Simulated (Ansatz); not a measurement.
Born–Oppenheimer molecular dynamics of F3H2HfN (7 atoms, charge 0, multiplicity 1). It starts from a relaxed structure.

Level of theory: RKS PBE-D4/def2-SVP in Ansatz 0.2.0.

```
ensemble        : NVT, Nosé–Hoover chain
time step       : 1 fs
steps asked     : 150
set temperature : 500 K
thermostat      : time constant 20 fs, chain length 5
masses          : H 3.016 u
seed            : 466036
```

First frame:

```xyz
7
Properties=species:S:1:pos:R:3
Hf -0.008 -0.032 0.009
F -0.083 -0.100 1.929
F 1.773 -0.026 -0.724
F -0.900 1.528 -0.688
N -0.961 -1.687 -0.674
H -1.515 -2.334 -0.103
H -0.993 -2.010 -1.648
```

**Question.** How far do the bonds stretch over the last three quarters of this one trajectory? (Pairs bonded in most of those frames.)

**Answer.** 
```csv
bond,mean (Å),spread (Å),shortest,longest
Hf1–F2,1.929,0.041,1.87,1.99
Hf1–F3,1.938,0.060,1.86,2.04
Hf1–F4,1.932,0.060,1.84,2.02
Hf1–N5,2.023,0.025,1.96,2.07
N5–H6,1.029,0.016,1.00,1.06
N5–H7,1.033,0.017,1.00,1.07
```

Pairs bonded in part of these frames only: Hf1–H7 18 %.

Mean temperature of the second half: 562 K. The conserved energy stayed within 0.34 meV per atom of its start (net change 0.072 meV per atom), so the integration is sound. The mean temperature of the second half is 12 % above the set value. A run of 0.15 ps of so small a system gives no equilibrium averages.

Run time: 8.6 min on 1 thread of Arm Neoverse V1, with other jobs on the host, peak memory 0.18 GiB.
